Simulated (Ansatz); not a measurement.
System: TaH (charge 0, triplet). The spin state was set by rule; other spins were not relaxed. SMILES: [TaH]
Geometry from a B3LYP-D3(BJ)/def2-TZVP (Ansatz, a program for electronic structure) optimisation:
```
Ta
H 1 1.7464
```
Charge 0, spin multiplicity 3.

Quantity: vertical ionisation energy (to the quartet state of charge +1; each state is the SCF solution reached for its spin; the UHF <S^2> is 2.53 for the triplet (pure: 2.00); for the triplet T1 is 0.132), in eV. Valence correlation only, unless marked. UHF or UKS for open shells. No spin-orbit coupling. The frozen core is the preceding noble-gas configuration, with the filled d and f shells of earlier blocks. In def2 rows, elements after Kr have scalar-relativistic effective core potentials. CBS marks a two-point X^-3 extrapolation of the correlation energy; Hartree-Fock from the larger set.

```tsv
level	program	vertical ionisation energy (eV)	minus last row
SVWN5/def2-TZVPD	Ansatz	7.30	0.32
B3LYP/def2-TZVPD	Ansatz	7.12	0.14
BHLYP/def2-TZVPD	Ansatz	6.84	-0.14
CAM-B3LYP/def2-TZVPD	Ansatz	7.06	0.08
wB97M-V/def2-TZVPD	Ansatz	7.00	0.02
wB97X-V/def2-TZVPD	Ansatz	6.96	-0.02
CCSD/def2-SVPD	Ansatz	6.70	-0.28
CCSD(T)/def2-TZVPPD	Ansatz	6.92	-0.06
CCSD(T)/def2-QZVPPD	Ansatz	6.96	-0.02
CCSD(T)/CBS(def2-TZVPPD,def2-QZVPPD)	Ansatz	6.98	0.00
```
